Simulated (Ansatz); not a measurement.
Relaxation of Cl₂FH₅InN (10 atoms, charge 0, multiplicity 1), to a largest force component of 0.03 eV/Å in at most 50 steps.

All numbers below come from RKS B3LYP/def2-SVP in Ansatz.

```xyz
10
Properties=species:S:1:pos:R:3:forces:R:3
In 1.887 -0.855 0.133 2.58 1.06 -1.34
H 0.328 -1.403 0.926 -2.34 -1.13 1.62
Cl 0.238 -2.461 -1.014 0.01 -0.02 0.00
Cl -0.120 -1.268 2.207 0.02 -0.01 -0.03
H 0.815 2.017 -0.371 -1.27 -0.68 0.00
F 1.652 2.385 -0.362 0.98 0.30 0.02
H -0.931 -0.502 -0.234 -0.27 0.12 -0.28
N -0.936 0.515 -0.353 0.29 0.35 -0.01
H -1.586 0.890 0.341 0.00 0.01 0.01
H -1.347 0.682 -1.274 0.00 0.00 0.01
```

Q: Where does it end, and by what steps?

A: The forces met the threshold. After 20 steps the energy has fallen by 2.139 eV; In1 moved furthest, 1.13 Å. Parted: In1–H2, In1–Cl4, H5–F6. Joined: In1–F6, H5–N8.

| step | energy less start (eV) | largest force component (eV/Å) | accepted |
| --- | --- | --- | --- |
| 0 | 0.0000 | 2.579 | yes |
| 1 | -0.7714 | 1.127 | yes |
| 2 | -1.1572 | 0.631 | yes |
| 3 | -1.5005 | 0.409 | yes |
| 4 | -1.6974 | 0.798 | yes |
| 5 | -1.8415 | 0.591 | yes |
| 6 | -1.9671 | 0.340 | yes |
| 7 | -2.0485 | 0.811 | yes |
| 8 | -2.0159 | 0.776 | no |
| 9 | -2.0839 | 0.503 | yes |
| 10 | -2.0998 | 0.130 | yes |
| 11 | -2.1109 | 0.321 | yes |
| 12 | -2.1204 | 0.123 | yes |
| 13 | -2.1291 | 0.071 | yes |
| 14 | -2.1307 | 0.301 | yes |
| 15 | -2.1359 | 0.155 | yes |
| 16 | -2.1368 | 0.098 | yes |
| 17 | -2.1379 | 0.055 | yes |
| 18 | -2.1382 | 0.073 | yes |
| 19 | -2.1386 | 0.050 | yes |
| 20 | -2.1388 | 0.015 | yes |

```xyz
10
Properties=species:S:1:pos:R:3
In 2.814 -0.377 -0.294
H -0.126 -1.621 1.217
Cl 0.622 -1.960 -0.691
Cl -0.620 -1.053 2.323
H 0.209 1.174 -0.446
F 1.474 1.369 -0.429
H -0.764 -0.189 -0.856
N -0.877 0.754 -0.436
H -1.158 0.592 0.540
H -1.575 1.312 -0.929
```

The run took 99 s on 2 threads of Arm Neoverse V1 (shared host), peak memory 0.3 GiB.
